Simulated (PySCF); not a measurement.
Si(H)(vinyl)(NH2)2 (C2H8N2Si), SMILES C=C[SiH](N)N. Geometry: r2SCAN-D4/def2-SVP. One conformer was computed; it need not be the lowest.

**Question.** Give the equilibrium geometry at r2SCAN-D4/def2-SVP (PySCF confirms it by a frequency run) as bond lengths and angles. (An estimate is asked for; the answer gives what the named calculation found.)

**Answer.** This is not unique; one that fits is 
Atoms: Si1 N2 N3 C4 C5 H6 H7 H8 H9 H10 H11 H12 H13. Bonds (Å): Si1–N2 1.727, Si1–N3 1.733, Si1–C4 1.876, Si1–H6 1.496, N2–H7 1.014, N2–H8 1.015, N3–H9 1.015, N3–H10 1.015, C4–C5 1.342, C4–H11 1.101, C5–H12 1.097, C5–H13 1.098. Angles (°): N2–Si1–N3 114.0, N2–Si1–C4 104.7, N2–Si1–H6 110.9, N3–Si1–C4 113.2, N3–Si1–H6 103.3, C4–Si1–H6 111.0, Si1–N2–H7 120.3, Si1–N2–H8 121.5, H7–N2–H8 111.4, Si1–N3–H9 122.0, Si1–N3–H10 120.7, H9–N3–H10 111.3, Si1–C4–C5 122.2, Si1–C4–H11 119.9, C5–C4–H11 117.8, C4–C5–H12 122.9, C4–C5–H13 120.7, H12–C5–H13 116.4.
Charge 0, spin multiplicity 1.
